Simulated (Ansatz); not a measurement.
ClGeH₅OSi, SMILES Cl[SiH2][O][GeH3].

Geometry: PBE0-D3(BJ)/def2-SVP. The structure was generated by enumeration, and PubChem lists no compound with its InChIKey, so it may never have been made. The values are those of a single conformer.

Two levels are set side by side: PBE/def2-SVPD (Ansatz, an electronic-structure program) and CAM-B3LYP/def2-SVPD (Ansatz). Energy differences of separate SCF runs at the same geometry; the states with an electron removed or added have multiplicity 2 and 2. Differences are taken from unrounded values.

| quantity | CAM-B3LYP | PBE | PBE minus CAM-B3LYP |
|---|---|---|---|
| vertical ionisation energy (eV) | 10.77 | 9.92 | -0.85 |
| vertical singlet–triplet gap (eV) | 6.98 | 5.90 | -1.08 |
